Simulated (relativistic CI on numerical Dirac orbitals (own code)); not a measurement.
A reference radial Dirac CI calculation of Ta gave the lowest total energy -15589.10192 Ha in 13 SCF steps, from this input:

```
atom Ta  Z=73  charge=0  electrons=73
nucleus A=181  rms_radius_fm=5.3507
hamiltonian dirac-coulomb  breit=on  qed=on  c_scale=1
orbitals kli  potential=per-configuration
slater_scale 1
correlation none
mixing on
grid step=0.0125 r_max=259.4
scf mixing=0.4 start=green max_iterations=150 tolerance=2e-08 node_fill=0.05
configurations
  [Xe] 4f14 5d3 6s2
end
```

One setting was then changed, and the output read:

```
SCF 1: [Xe] 4f14 5d3 6s2
 iter      energy (Ha)   residual   last orbital (Ha)
    1    -15600.649359   2.51e+00     -0.40919
    2    -15615.742069   5.22e-01     -0.23549
    3    -15616.304213   2.98e-01     -0.28686
    4    -15616.516819   3.65e-02     -0.33534
    5    -15616.522665   9.92e-03     -0.34508
    6    -15616.520685   4.27e-03     -0.34707
    7    -15616.521814   1.80e-03     -0.34651
    8    -15616.521687   1.04e-03     -0.34662
    9    -15616.521520   5.33e-05     -0.34692
   10    -15616.521512   2.09e-06     -0.34693
   11    -15616.521511   4.95e-07     -0.34693
   12    -15616.521511   7.28e-08     -0.34693
   13    -15616.521511   7.71e-09     -0.34693
orbital energies (Ha): 4f5/2 -1.1314  4f7/2 -1.0589  5s -2.8094  5p1/2 -1.8116  5p3/2 -1.4929  6s -0.3469  5d3/2 -0.2873  5d5/2 -0.2667
configuration averages (Ha): Dirac-Coulomb, Breit, QED
  5d3                         -15616.521511   16.376368   11.109501
levels: no., configuration, term, J, E (cm-1), weight
   1 5d3                    4F   3/2              0.0  0.96
   2 5d3                    4F   5/2           1536.4  0.98
   3 5d3                    4F   7/2           3331.3  0.97
   4 5d3                    4F   9/2           5174.3  0.91
   5 5d3                    4P   3/2           9610.5  0.65
   6 5d3                    4P   1/2           9956.6  0.86
   7 5d3                    2G   7/2          11253.1  0.97
   8 5d3                    2G   9/2          11826.2  0.47
   9 5d3                    4P   5/2          12555.8  0.96
  10 5d3                    2D   3/2          14190.8  0.53
  11 5d3                    2P   1/2          14983.9  0.86
  12 5d3                    2H   11/2         15960.5  1.00
  13 5d3                    2H   9/2          16415.2  0.53
  14 5d3                    2D   5/2          17444.6  0.95
lowest total energy -15589.101717 Ha
end: converged
```

(1) Which setting was changed?
A. grid step
B. SCF mixing
C. charge
D. QED terms

Results:

(1) A. The grid step 0.02.
